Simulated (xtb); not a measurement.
H2ClO (SMILES [OH2+]Cl), charge +1, singlet, at a GFN2-xTB geometry; GFN2-xTB (xtb 6.7.1).

The xtb input:
```
$ xtb mol.xyz --gfn 2 --chrg 1 --json

# file mol.xyz
4

O     -0.04953206     1.10991468    -0.06643190
H     -0.99333882     1.37577953     0.07064769
Cl     0.05025526    -0.69019538    -0.01068915
H      0.53525584     1.47822452     0.64252305
```

It wrote (shortened):

```
   ID    Z sym.   atoms
    1    8 O      1
    2    1 H      2, 4
    3   17 Cl     3

           -------------------------------------------------
          |                Calculation Setup                |
           -------------------------------------------------

           -------------------------------------------------
          |                 G F N 2 - x T B                 |
           -------------------------------------------------

          ...................................................
          :                      SETUP                      :
          :.................................................:
          :  # basis functions                  16          :
          :  # atomic orbitals                  15          :
          :  # shells                            7          :
          :  # electrons                        14          :
          :  max. iterations                   250          :
          :  Hamiltonian                  GFN2-xTB          :
          :  restarted?                      false          :
          :  GBSA solvation                  false          :
          :  PC potential                    false          :
          :  electronic temp.          300.0000000     K    :
          :  accuracy                    1.0000000          :
          :  -> integral cutoff          0.2500000E+02      :
          :  -> integral neglect         0.1000000E-07      :
          :  -> SCF convergence          0.1000000E-05 Eh   :
          :  -> wf. convergence          0.1000000E-03 e    :
          :  Broyden damping             0.4000000          :
          :  net charge                          1          :
          :  unpaired electrons                  0          :
          ...................................................

 iter      E             dE          RMSdq      gap      omega  full diag
   1     -9.0849140 -0.908491E+01  0.928E+00    3.10       0.0  T
   2     -9.0883558 -0.344179E-02  0.496E+00    3.20       1.0  T
   3     -9.0895728 -0.121702E-02  0.933E-01    3.20       1.0  T
   4     -9.0901386 -0.565810E-03  0.582E-01    3.21       1.0  T
   5     -9.0909724 -0.833725E-03  0.197E-01    3.39       1.0  T
   6     -9.0910284 -0.560021E-04  0.126E-01    3.39       1.0  T
   7     -9.0910445 -0.161632E-04  0.528E-02    3.42       1.0  T
   8     -9.0910472 -0.270352E-05  0.251E-02    3.42       2.0  T
   9     -9.0910480 -0.820456E-06  0.137E-02    3.42       3.7  T
  10     -9.0910483 -0.239045E-06  0.140E-03    3.42      35.6  T
  11     -9.0910483 -0.143102E-08  0.449E-04    3.42     111.3  T
  12     -9.0910483 -0.145736E-09  0.226E-05    3.42    2216.4  T

   *** convergence criteria satisfied after 12 iterations ***

         :::::::::::::::::::::::::::::::::::::::::::::::::::::
         ::                     SUMMARY                     ::
         :::::::::::::::::::::::::::::::::::::::::::::::::::::
         :: total energy              -9.065177353927 Eh    ::
         :: gradient norm              0.000043714463 Eh/a0 ::
         :: HOMO-LUMO gap              3.422465129999 eV    ::
         ::.................................................::
         :: SCC energy                -9.091048276633 Eh    ::
         :: -> isotropic ES            0.140469809948 Eh    ::
         :: -> anisotropic ES         -0.015268702368 Eh    ::
         :: -> anisotropic XC         -0.010930166907 Eh    ::
         :: -> dispersion             -0.000620107763 Eh    ::
         :: repulsion energy           0.025870922706 Eh    ::
         :: add. restraining           0.000000000000 Eh    ::
         :: total charge               1.000000000000 e     ::
         :::::::::::::::::::::::::::::::::::::::::::::::::::::

           -------------------------------------------------
          |                Property Printout                |
           -------------------------------------------------

    * Orbital Energies and Occupations

         #    Occupation            Energy/Eh            Energy/eV
      -------------------------------------------------------------
         1        2.0000           -1.3006898             -35.3936
         2        2.0000           -1.0212651             -27.7900
         3        2.0000           -0.9166582             -24.9435
         4        2.0000           -0.8802238             -23.9521
         5        2.0000           -0.8461036             -23.0237
         6        2.0000           -0.7041882             -19.1619
         7        2.0000           -0.6987412             -19.0137 (HOMO)
         8                         -0.5729679             -15.5913 (LUMO)
         9                         -0.2662919              -7.2462
        10                         -0.2529874              -6.8841
        11                         -0.2478362              -6.7440
        12                         -0.2472255              -6.7273
        13                         -0.2348062              -6.3894
        14                         -0.1950667              -5.3080
        15                         -0.0834788              -2.2716
      -------------------------------------------------------------
                  HL-Gap            0.1257733 Eh            3.4225 eV
             Fermi-level           -0.6358546 Eh          -17.3025 eV

     #   Z          covCN         q      C6AA      α(0)
     1   8 O        2.505    -0.188    17.115     5.587
     2   1 H        0.801     0.452     0.400     0.994
     3  17 Cl       0.903     0.284    91.061    14.599
     4   1 H        0.801     0.452     0.400     0.994

 Mol. C6AA /au·bohr⁶  :        222.216253
 Mol. C8AA /au·bohr⁸  :       7131.018845
 Mol. α(0) /au        :         22.173362

Wiberg/Mayer (AO) data.
largest (>0.10) Wiberg bond orders for each atom

 ---------------------------------------------------------------------------
     #   Z sym  total        # sym  WBO       # sym  WBO       # sym  WBO
 ---------------------------------------------------------------------------
     1   8 O    2.519 --     3 Cl   0.933     2 H    0.793     4 H    0.793
     2   1 H    0.796 --     1 O    0.793
     3  17 Cl   0.938 --     1 O    0.933
     4   1 H    0.796 --     1 O    0.793
 ---------------------------------------------------------------------------

Topologies differ in total number of bonds
Writing topology from bond orders to xtbtopo.mol

molecular dipole:
                 x           y           z       tot (Debye)
 q only:       -0.347       1.673       0.627
   full:       -0.317       0.904       0.687       2.997
molecular quadrupole (traceless):
                xx          xy          yy          xz          yz          zz
 q only:       -1.399      -1.391       4.874       0.659       2.621      -3.476
  q+dip:       -1.741      -1.883       6.095       0.796       3.660      -4.354
   full:       -2.403      -1.979       7.459       0.819       3.555      -5.056

           -------------------------------------------------
          | TOTAL ENERGY               -9.065177353927 Eh   |
          | GRADIENT NORM               0.000043714463 Eh/α |
          | HOMO-LUMO GAP               3.422465129999 eV   |
           -------------------------------------------------

normal termination of xtb
```
